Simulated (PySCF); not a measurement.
Compound: CH6SSeSi.
Atom-mapped SMILES: `[CH3:1][S:2][SiH2:3][SeH:4]` (hydrogens: H5, H6, H7 on C1; H8, H9 on Si3; H10 on Se4)

Computed by this run: PySCF, PBE0-D3(BJ)/def2-SVP geometry optimisation, gas phase; density fitting, grid level 1; the optimiser is geomeTRIC in internal coordinates, started from a GFN2-xTB structure with every atom displaced at random (about 0.01 Å).

Step 0: E = -85168.0048 eV
```
atom  x, y, z in Å  |  force x, y, z in eV/Å
C1     -1.7680   -0.5600    0.0119   -0.063   1.213  -0.670
S2     -0.0694   -1.0938    0.1011    0.830  -0.447   0.065
Si3     0.8979    0.7381   -0.4169    0.834  -0.729   0.743
Se4     3.1860    0.3507   -0.3665   -0.210   0.697  -0.172
H5     -1.9543    0.2714    0.6975   -0.135   0.090   0.244
H6     -2.0181   -0.2126   -1.0075   -0.089  -0.193   0.137
H7     -2.3952   -1.3878    0.2767   -0.557  -0.747   0.215
H8      0.5342    1.1499   -1.7569   -0.310   0.406  -0.738
H9      0.5771    1.7660    0.5975   -0.133   0.312   0.020
H10     3.0603   -1.0429   -0.0109   -0.166  -0.600   0.156
```

**Question.** Estimate the geometry and energy of step 1. (The exact step hangs on the optimiser's Hessian estimate; all steps are aligned on step 0, rigid shifts and turns removed.)

**Answer.** E = -85168.0838 eV, largest force 0.374 eV/Å
```
atom  x, y, z in Å  |  force x, y, z in eV/Å
C1     -1.7534   -0.5479    0.0210   -0.045  -0.202   0.103
S2     -0.0280   -1.1360   -0.0577   -0.041   0.013   0.042
Si3     0.9454    0.7215   -0.4684   -0.157   0.141  -0.060
Se4     3.1902    0.3519   -0.2675   -0.016  -0.374  -0.014
H5     -1.8729    0.2429    0.7728    0.008   0.044   0.029
H6     -2.1023   -0.1955   -0.9562   -0.025   0.046  -0.098
H7     -2.3683   -1.4116    0.3237    0.096   0.090  -0.047
H8      0.5490    1.2565   -1.8130    0.163  -0.102  -0.002
H9      0.5211    1.7774    0.4970   -0.028  -0.017   0.128
H10     2.9697   -1.0801    0.0743    0.045   0.359  -0.082
```

The energy changes by -0.0790 eV. The first-order estimate −F·Δx gives -0.2156 eV and the mean of the old and new forces, exact on a quadratic surface, -0.0747 eV. The step makes an angle of 77° with the force vector and moves no atom by more than 0.169 Å.

The cost below is that of the whole optimisation. The run took 81 s wall on one thread of an Intel Xeon at 2.60 GHz, shared host with 128 logical CPUs at a one-minute load of 16, and the process peaked at 0.46 GiB of memory.
